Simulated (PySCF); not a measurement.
## Simulated characterisation data

- NMR shieldings at PBE0/pcSseg-1/GIAO
- GFN2-xTB structure
- run in PySCF 2.14
- no relativistic terms, one computed conformer, no solvent, equivalent nuclei averaged

Scale: ¹H, ¹³C against TMS (reference shieldings calculated alike). Splittings of carbon signals by F and P are missing where no couplings were computed. Where no couplings were computed, multiplicities follow the n + 1 count of equivalent neighbours, and m marks all less simple cases (inequivalent or close neighbours, rings, F or P nearby). Shifts are as computed. Against solution values, carbons near 30 ppm lie about +3 ppm off and those near 130 ppm about +5 ppm. Of 1309 compounds with measured shifts, 239 miss one by over three times the rms of a fit or turn the order of signals round; such compounds aren't used in these exercises.

Compound 1 (C$_{6}$H$_{10}$FNSi$_{2}$). ¹H NMR (400 MHz, computed): δ 6.18 (br s, 1H), 6.03 (m, 1H), 5.63 (m, 1H), 5.61 (br s, 1H), 2.58 (m, 1H), 2.00 (s, 3H), 1.94 (m, 1H), 1.72 (m, 1H). ¹³C{¹H} NMR (computed): δ 148.3 (C), 135.3 (CH2), 124.2 (C), 26.6 (CH3), 18.8 (CH), 13.2 (CH2). Structure: SMILES [Si@H]1(F)[Si@H](C(=C)C)C[C@H]1C#N.

Compound 2 (C$_{6}$H$_{10}$FNSi$_{2}$). ¹H NMR (400 MHz, computed): δ 6.77 (m, 1H), 6.12 (m, 1H), 6.00 (m, 1H), 5.89 (m, 1H), 5.53 (m, 1H), 5.12 (m, 1H), 4.01 (d, 3H), 3.37 (m, 1H). ¹³C{¹H} NMR (computed): δ 147.1 (CH), 143.0 (C), 138.6 (CH), 130.3 (CH2), 123.8 (C), 15.3 (CH). Structure: SMILES C=C/C(=C\[C@H]([SiH3])C#N)[SiH2]F.
